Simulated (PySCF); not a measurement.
Simulated characterisation data

[PySCF 2.14.0 with density-fitted response routines: geometry from GFN2-xTB; shielding tensors at PBE0/pcSseg-1 (GIAO); single conformer; relativity neglected; averaged over atoms made equivalent by symmetry, fast rotation or ring inversion; gas phase]

Referencing at the same level of theory: 1H, 13C against TMS. Splittings of carbon signals by F and P are missing where no couplings were computed. Where no couplings were computed, multiplicities follow the n + 1 count of equivalent neighbours, and m marks all less simple cases (inequivalent or close neighbours, rings, F or P nearby). Shifts are as computed. Against solution values, carbons near 30 ppm lie about +3 ppm off and those near 130 ppm about +5 ppm. Of 1211 compounds with measured shifts, 218 miss one by over three times the rms of a fit or turn the order of signals round; such compounds aren't used in these exercises.

Compound 1 (C$_{5}$H$_{6}$F$_{4}$O). 1H NMR (500 MHz, computed): δ 6.32 (m, 1H), 6.22 (m, 1H), 6.05 (m, 1H), 5.80 (m, 1H), 5.77 (m, 1H), 4.17 (m, 1H). 13C{1H} NMR (computed): δ 143.1, 130.3, 125.9, 120.4, 88.3. Structure: SMILES C=C[C@@H](OC(F)F)C(F)F.

Compound 2 (C$_{6}$H$_{11}$OP). 1H NMR (500 MHz, computed): δ 4.16 (s, 3H), 2.08 (m, 3H), 1.82 (m, 3H), 0.34 (m, 2H). 13C{1H} NMR (computed): δ 166.2, 142.2, 62.9, 22.8, 12.8, 8.7. Structure: SMILES C=[P@]1(C)C(C)=C1OC.
